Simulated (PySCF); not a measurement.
Isomers C₆H₁₂N₂OSi:

A. SMILES CN(C)Cc1cnoc1[SiH3]
B. SMILES COc1ccnn1[SiH](C)C
C. `Cc1nnc([Si](C)(C)C)o1`

Spectrum 1. $^{1}$H NMR (400 MHz, computed): δ 2.66 (s, 3H), 0.38 (s, 9H). $^{13}$C{$^{1}$H} NMR (computed): δ 176.0 (C), 170.8 (C), 13.5 (CH3), -0.9 (CH3).

Spectrum 2. $^{1}$H NMR (400 MHz, computed): δ 7.54 (m, 1H), 5.50 (m, 1H), 5.35 (sept, 1H), 4.04 (s, 3H), 0.46 (d, 6H). $^{13}$C{$^{1}$H} NMR (computed): δ 169.8 (C), 145.9 (CH), 87.7 (CH), 58.5 (CH3), -2.4 (CH3).

Spectrum 3. $^{1}$H NMR (400 MHz, computed): δ 8.16 (s, 1H), 4.45 (s, 3H), 3.47 (s, 2H), 2.30 (s, 6H). $^{13}$C{$^{1}$H} NMR (computed): δ 176.2 (C), 151.7 (CH), 137.5 (C), 55.9 (CH2), 45.8 (CH3).

How the numbers were obtained: σ from GIAO-PBE0/pcSseg-1, GFN2-xTB geometry, in PySCF 2.14 (one conformer, no relativistic terms, isolated molecule, averaged over atoms made equivalent by symmetry, fast rotation or ring inversion).

Referencing at the same level of theory: $^{1}$H (σref 31.72), $^{13}$C (σref 186.93) against TMS. Where no couplings were computed, multiplicities follow the n + 1 count of equivalent neighbours, and m marks all less simple cases (inequivalent or close neighbours, rings, F or P nearby). Shifts are as computed. Against solution values, carbons near 30 ppm lie about +3 ppm off and those near 130 ppm about +5 ppm. Of 1211 compounds with measured shifts, 218 miss one by over three times the rms of a fit or turn the order of signals round; such compounds aren't used in these exercises.

Question: Which spectrum belongs to which compound?

Answer: 1–C, 2–B, 3–A.

- Spectrum 1 (C): 4 $^{13}$C signals; δC 13.5 is a methyl carbon on an aromatic ring; δC -0.9 is a methyl carbon bonded to Si.
- Spectrum 2 (B): 5 $^{13}$C signals; δC 169.8 is an aromatic carbon bearing oxygen; δC 145.9 is an aromatic CH next to a ring nitrogen.
- Spectrum 3 (A): 5 $^{13}$C signals; δC 151.7 is an aromatic CH next to a ring nitrogen; δC 55.9 is an sp3 CH2 bonded to N, on an aromatic ring.
